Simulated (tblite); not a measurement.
C8H10NP.
Cartesian coordinates in Å at the GFN2-xTB level; atoms count from 1:
```xyz
20
C8H10NP angstrom
N      2.4194    1.6735    1.4961
C      2.2376    0.7117    0.9050
C      2.0566   -0.5029    0.1543
C      1.6684   -0.2284   -1.3038
P     -0.1433    0.1540   -1.5934
C     -0.8491   -1.2637   -0.7091
C     -1.7915   -1.1524    0.2169
C     -2.3428    0.1452    0.7212
C     -1.3833    1.2907    0.6074
C     -0.4101    1.3811   -0.2880
H      1.2855   -1.1048    0.6464
H      3.0027   -1.0539    0.1913
H      1.8923   -1.1096   -1.9126
H      2.2532    0.6036   -1.7050
H     -0.5051   -2.2376   -1.0380
H     -2.2103   -2.0410    0.6745
H     -2.6454    0.0277    1.7659
H     -3.2532    0.3873    0.1577
H     -1.5208    2.0808    1.3343
H      0.2340    2.2496   -0.3241
```

Method: GFN2-xTB as coded in tblite; computed harmonic values from a numerical Hessian at the method's own geometry, unscaled. This tight-binding method is rough: wavenumbers can miss measured ones by several per cent, in bad cases by 10 to 20. One conformer, not necessarily the lowest.

Harmonic wavenumbers (cm⁻¹): 29.1, 52.2, 105.3, 148.7, 157.5, 220.4, 293.4, 355.8, 360.2, 373.8, 438.0, 492.9, 539.5, 640.1, 687.1, 703.7, 710.9, 730.3, 804.1, 809.6, 902.1, 904.5, 907.3, 918.3, 950.1, 969.1, 1043.8, 1064.6, 1105.9, 1146.8, 1160.7, 1176.9, 1177.8, 1253.8, 1292.5, 1298.5, 1319.8, 1334.3, 1417.8, 1440.3, 1447.3, 1655.6, 1687.4, 2408.9, 2892.7, 2932.9, 2943.5, 2949.4, 2960.5, 2966.4, 3017.5, 3034.6, 3040.7, 3054.3.

A = 1703, B = 979.5, C = 805.0 MHz; mass 151.055 u (most abundant isotopes); point group C1, symmetry number 1.

Task: Zero-point energy?

Result: ½Σν̃ = 34215 cm⁻¹ = 409.30 kJ/mol.

Task: Entropy at 298.15 K, 1 bar (ideal gas, RRHO, classical rotation)?

Result: Translation 171.43, rotation 124.94, vibration 131.35: S = 427.7 J/(mol K).

Task: And Cp and H(298.15 K) − H(0)?

Result: Cp = 170.88 J/(mol K), of which vibrations give 137.62 (their classical limit is 54 R = 449.0); H(298.15 K) − H(0) = 30.07 kJ/mol without the zero-point energy, 20.16 from vibrations.

Task: How do the functions run with temperature in this model?

Result: 
```
 T (K)  S (J/(mol K))  Cp (J/(mol K))  H − H(0) (kJ/mol)  G − H(0) (kJ/mol)  ln q(vib)
    50          255.6            56.9               2.22             -10.56       0.90
   100          301.9            78.7               5.62             -24.57       2.27
373.15          469.9           206.0              44.23            -131.12       9.72
   500          537.5           256.1              73.67            -195.07      13.21
   750          655.2           323.8             146.83            -344.58      19.92
  1000          754.7           367.2             233.58            -521.16      26.20
```

q(vib) and H(0) count from the zero-point level.

Task: Blend soft modes into free rotors: weight 1/[1 + (100 cm⁻¹/ν̃)⁴] for the oscillator and the rest for a rotor with moment μB/(μ + B), μ = h/(8π²ν), B = 10⁻⁴⁴ kg m². What vibrational entropy results?

Result: 117.83 J/(mol K) in place of 131.35, which changes −T·S at 298.15 K by +4.03 kJ/mol.

Task: What must be added to the electronic energy to get the Gibbs energy at 298.15 K and 1 bar?

Result: ZPE + [H(298.15 K) − H(0)] − T·S = 409.30 + 30.07 − 127.52 = 311.85 kJ/mol.

Task: Which modes carry the vibrational entropy at 298.15 K?

Result: 29.1 cm⁻¹: 24.64; 52.2 cm⁻¹: 19.80; 105.3 cm⁻¹: 14.03; 148.7 cm⁻¹: 11.25; 157.5 cm⁻¹: 10.79; 220.4 cm⁻¹: 8.18 J/(mol K); the other 48 give 42.65 together.

Hindered rotation and anharmonicity are outside this model. Other conformers, if any are populated, would add a mixing term that is left out. The structure is chiral; the term R ln 2 for an equal mix with its mirror image is left out.

Time: 1.0 s of wall time. Hardware: an Arm Neoverse V1 with one thread, no GPU, shared host. The figure is for the frequency step alone.
